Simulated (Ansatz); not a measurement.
Reaction (atomization): `F[CH]1[BH][Al]1[F]` → Al• + B• + C• + 2 F• + 2 H•

Gas-phase electronic energies from Ansatz, PBE0-D4/def2-TZVP geometries. CCSD(T)/CBS adds triple-zeta CCSD(T) − MP2 to the extrapolated MP2 energy (def2 sets, frozen cores). This one scheme is used for every species, atoms too. DFT in def2-TZVPP. Open shells (•) are unrestricted, without spin–orbit coupling. Spin–orbit coupling would lower the free atoms: a little for Al, B, C, F.

```tsv
level	ΔE (eV)
BHLYP	25.18
HF/def2-QZVPP	18.89
```

Problem. What does CCSD(T)/CBS give? (Best estimate.)

Solution. The calculation gave: +26.57 eV. The listed levels differ from it by -1.39, -7.68 eV.

Problem. What do rigid-rotor, harmonic-oscillator terms from PBE0-D4/def2-TZVP frequencies (298.15 K, 1 bar) make of the CCSD(T)/CBS value? (Best estimate.)

Solution. Ansatz gave: ΔZPE = -0.89 eV, ΔH = +25.94 eV, ΔS = 691 J/(mol·K), ΔG = +23.80 eV. Open shells count their whole term as degenerate.

Largest T1 diagnostic among the species: 0.018.

From BLYP to BHLYP (50 % exact exchange), in def2-TZVPP and without D4, ΔE moves by −1.41 eV: exact exchange takes away binding that semilocal exchange gives to molecules. Leaving LDA and LC-ωPBE aside and taking each functional with its dispersion term where it has one, the values, not all of them listed here, spread over 2.39 eV, from BHLYP-D4 to PBE-D4. LDA lies +3.82 eV from PBE without D4, its usual overbinding.

For atomizations the MP2-based limit and the directly extrapolated one differ by several kJ/mol either way, and by 10 to 25 for some Ge, Se and Sn compounds, so smaller differences from it don't rank the levels.
